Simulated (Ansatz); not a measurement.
Start from `[SiH3]BN[SiH3]` and change one atom or group to get `CNB[SiH3]`.

Ansatz, PBE0-D4/def2-TZVP geometries, multiplicity 1. Each molecule was computed in one conformer, which needn't be the lowest.

```csv
property,`[SiH3]BN[SiH3]`
LUMO energy (PBE/def2-TZVPP) / eV,-1.92
HOMO energy (PBE0/def2-TZVPP) / eV,-7.88
HOMO–LUMO gap (PBE/def2-TZVPP) / eV,4.74
size of the dipole moment (B3LYP/def2-TZVPP) / D,2.01
size of the dipole moment (PBE/def2-TZVPP) / D,2.04
HOMO energy (B3LYP/def2-TZVPP) / eV,-7.70
```

Q: What does the change do to each property? (Estimate.)

A: Computed: 
```tsv
property	`CNB[SiH3]`	shift
LUMO energy (PBE/def2-TZVPP) / eV	-1.40	0.52
HOMO energy (PBE0/def2-TZVPP) / eV	-7.82	0.06
HOMO–LUMO gap (PBE/def2-TZVPP) / eV	5.19	0.45
size of the dipole moment (B3LYP/def2-TZVPP) / D	2.71	0.70
size of the dipole moment (PBE/def2-TZVPP) / D	2.82	0.78
HOMO energy (B3LYP/def2-TZVPP) / eV	-7.63	0.07
```

With PBE0 the HOMO rises by 0.06 eV and the LUMO rises by 0.52 eV, so the gap widens by about 0.46 eV. PBE moves the HOMO by 0.07 eV and ωB97M-V by 0.07 eV. Dipoles are sizes alone; their direction can turn.

B3LYP here is the variant with VWN-RPA as its local correlation; programs differ in this.
